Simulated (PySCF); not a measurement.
## Field gradients at the hydrogen positions

Compound: C4H6F4.
Numbering: `[CH3:1][C@H:2]([CH2:3][F:4])[C:5]([F:6])([F:7])[F:8]` (hydrogens: H9, H10, H11 on C1; H12 on C2; H13, H14 on C3)

Structure used (GFN2-xTB), in Å, numbered top down from 1:
```
atom  x, y, z in Å
C1    -0.3842    1.3287    0.4884
C2    -0.0151   -0.1501    0.3873
C3     1.3994   -0.3420   -0.1684
F4     2.3091    0.1443    0.7301
C5    -1.0030   -0.8773   -0.5134
F6    -2.2644   -0.7617   -0.0812
F7    -0.9825   -0.4141   -1.7726
F8    -0.7473   -2.1936   -0.5923
H9    -1.3664    1.4462    0.9385
H10    0.3489    1.8401    1.1058
H11   -0.3925    1.7863   -0.4985
H12   -0.0725   -0.6202    1.3748
H13    1.6326   -1.4013   -0.3192
H14    1.5372    0.2142   -1.1014
```

Level: PBE0/pcSseg-1 (PySCF, non-relativistic); Q(2H) = 0.00286 b; rigid geometry, the same for H and D, with no vibrational averaging.

Task: Tabulate Vzz, the asymmetry η and χzz = 234.96 MHz × Q × Vzz for every hydrogen position.

Result: 
```csv
atom,bonded to,bond length (Å),Vzz (au),η,χzz (kHz)
H9,C1,1.087,0.3129,0.03,210
H10,C1,1.086,0.3131,0.02,210
H11,C1,1.088,0.3102,0.03,208
H12,C2,1.095,0.2893,0.02,194
H13,C3,1.095,0.2838,0.08,191
H14,C3,1.095,0.2848,0.07,191
```

Task: Give the 2H NMR doublet splittings at H14 for a magnetic field along the z, y and x axes of the gradient: 3χ/2, 3χ(1 + η)/4, 3χ(1 − η)/4.

Result: With |χ| = 191.4 kHz and η = 0.068: 287, 153 and 134 kHz, to first order and without motion.

The structure is a single GFN2-xTB conformer in the gas phase; no vibrational or solvent corrections. GFN2-xTB bond lengths can be off by several hundredths of an ångström, more for odd bonds, and the gradients follow them. With a basis this small, the couplings can be 20 % off.
